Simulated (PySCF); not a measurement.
C2H2N, SMILES N#C[CH2-], charge -1.

The structure is a stationary point at r2SCAN-D4/def2-TZVPD.

Computed with SMD-B3LYP/def2-SVPD run with PySCF.

Solvation free energies are E(SMD) − E(gas) at the gas-phase geometry, for 1 M in both phases.

```tsv
solvent	ΔG(solv) (kcal/mol)	its non-electrostatic (CDS) part
water	-60.8	4.3
ethanol	-60.6	2.6
ethylethanoate	-53.1	1.4
```
